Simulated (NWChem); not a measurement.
System: MgHCl; SMILES [MgH][Cl]

Computed with NWChem. All runs use the structure optimised with B3LYP/6-31G* (spherical d). Ions are spin-unrestricted doublets at the neutral geometry. Hybrids' shares of exact exchange are those that their runs print; pure functionals count as 0. The functionals differ in more than this share.

```
row                  share of exact exchange  ΔSCF ionisation energy minus −ε(HOMO) (eV)
-------------------  -----------------------  ------------------------------------------
PBE/def2-TZVP                           0.00                                        3.25
B3LYP/def2-TZVP                         0.20                                    withheld
BHandHLYP/def2-TZVP                     0.50                                        1.80
M06-2X/def2-TZVP                        0.54                                        2.01
```

Question: Fit a straight line of the last column on the one before it, predict the withheld value, and compare with the run.

Answer: 
1. Means of the 3 shown rows: x = 0.347, y = 2.353. Slope Σ(x − x̄)(y − ȳ)/Σ(x − x̄)² = -0.4621/0.1811 = -2.552; intercept 3.238.
2. The shown rows scatter about the line by 0.128 (root mean square); the largest residual is -0.16, at BHandHLYP/def2-TZVP.
3. At x = 0.20 (B3LYP/def2-TZVP; inside the shown range) the line gives 2.73.
4. The run gives 2.54, -0.19 from the line, 1.5 times the scatter. The line crosses zero at a share of 1.27, outside the shown range.
